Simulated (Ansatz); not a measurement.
Geometry optimisation, RKS B3LYP/STO-3G (Ansatz 0.2.0).

The input (input.yaml):

```yaml
crystal:
  periodic: [false, false, false]
  atoms:
    - { symbol: C, position_ang: [1.3131, 0.119, 1.735] }
    - { symbol: C, position_ang: [0.0676, -0.4853, 1.0879] }
    - { symbol: O, position_ang: [-0.4645, -1.5374, 1.4401] }
    - { symbol: Si, position_ang: [-0.673, 0.4004, -0.3987] }
    - { symbol: C, position_ang: [0.035, -0.1879, -2.0014] }
    - { symbol: O, position_ang: [-2.4046, 0.1987, -0.4094] }
    - { symbol: F, position_ang: [-0.4414, 1.9696, -0.2632] }
    - { symbol: H, position_ang: [1.0274, 1.1524, 2.1355] }
    - { symbol: H, position_ang: [2.0695, 0.3, 1.0307] }
    - { symbol: H, position_ang: [1.6337, -0.4714, 2.5574] }
    - { symbol: H, position_ang: [1.1013, 0.0047, -1.9573] }
    - { symbol: H, position_ang: [-0.1058, -1.2448, -2.1179] }
    - { symbol: H, position_ang: [-0.4443, 0.3742, -2.8565] }
    - { symbol: H, position_ang: [-2.7268, -0.6213, 0.0468] }
basis:
  gaussian: { orbitals: STO-3G }
hamiltonian:
  xc: b3lyp
relax:
  f_tol: 0.015
  max_steps: 40
output:
  orbitals: {}
```

Command:

```bash
$ ansatz run input.yaml --threads 1 --pin off --max-ram 2048MiB --backend cpu --events-out ev --progress --plain --runs-dir out
```

**Question.** Where does it end, and by what steps?

**Answer.** The run converged. Limits of this set-up: minimal basis. After 18 steps the energy has fallen by 0.661 eV; O3 moved furthest, 0.80 Å.

```json
{"step": "0", "energy less start (eV)": "0.0000", "largest force component (eV/Å)": "2.687", "accepted": "yes"}
{"step": "1", "energy less start (eV)": "-0.5054", "largest force component (eV/Å)": "0.900", "accepted": "yes"}
{"step": "2", "energy less start (eV)": "-0.5376", "largest force component (eV/Å)": "0.872", "accepted": "yes"}
{"step": "3", "energy less start (eV)": "-0.5558", "largest force component (eV/Å)": "0.380", "accepted": "yes"}
{"step": "4", "energy less start (eV)": "-0.5622", "largest force component (eV/Å)": "0.124", "accepted": "yes"}
{"step": "5", "energy less start (eV)": "-0.5663", "largest force component (eV/Å)": "0.404", "accepted": "yes"}
{"step": "6", "energy less start (eV)": "-0.5742", "largest force component (eV/Å)": "0.197", "accepted": "yes"}
{"step": "7", "energy less start (eV)": "-0.5855", "largest force component (eV/Å)": "0.183", "accepted": "yes"}
{"step": "8", "energy less start (eV)": "-0.6002", "largest force component (eV/Å)": "0.573", "accepted": "yes"}
{"step": "9", "energy less start (eV)": "-0.6148", "largest force component (eV/Å)": "0.531", "accepted": "yes"}
{"step": "10", "energy less start (eV)": "-0.6203", "largest force component (eV/Å)": "0.728", "accepted": "yes"}
{"step": "11", "energy less start (eV)": "-0.6471", "largest force component (eV/Å)": "0.288", "accepted": "yes"}
{"step": "12", "energy less start (eV)": "-0.6577", "largest force component (eV/Å)": "0.270", "accepted": "yes"}
{"step": "13", "energy less start (eV)": "-0.6602", "largest force component (eV/Å)": "0.064", "accepted": "yes"}
{"step": "14", "energy less start (eV)": "-0.6606", "largest force component (eV/Å)": "0.063", "accepted": "yes"}
{"step": "15", "energy less start (eV)": "-0.6608", "largest force component (eV/Å)": "0.054", "accepted": "yes"}
{"step": "16", "energy less start (eV)": "-0.6595", "largest force component (eV/Å)": "0.214", "accepted": "no"}
{"step": "17", "energy less start (eV)": "-0.6609", "largest force component (eV/Å)": "0.024", "accepted": "yes"}
{"step": "18", "energy less start (eV)": "-0.6610", "largest force component (eV/Å)": "0.006", "accepted": "yes"}
```

```xyz
14
Properties=species:S:1:pos:R:3
C 1.316 -0.045 1.702
C -0.119 -0.276 1.135
O -0.965 -0.995 1.750
Si -0.833 0.455 -0.511
C 0.135 0.001 -2.058
O -2.362 -0.277 -0.402
F -0.965 2.087 -0.441
H 1.491 1.035 1.849
H 2.067 -0.412 0.982
H 1.452 -0.566 2.662
H 1.131 0.461 -2.057
H 0.267 -1.086 -2.135
H -0.387 0.337 -2.963
H -2.241 -0.749 0.517
```

Whether the end is a true minimum wasn't checked by a vibrational analysis.

The run took 110 s on 1 thread of Intel(R) Xeon(R) Platinum 8259CL CPU @ 2.50GHz (Skylake/Cascade Lake), with other jobs on the host, peak memory 0.19 GiB.
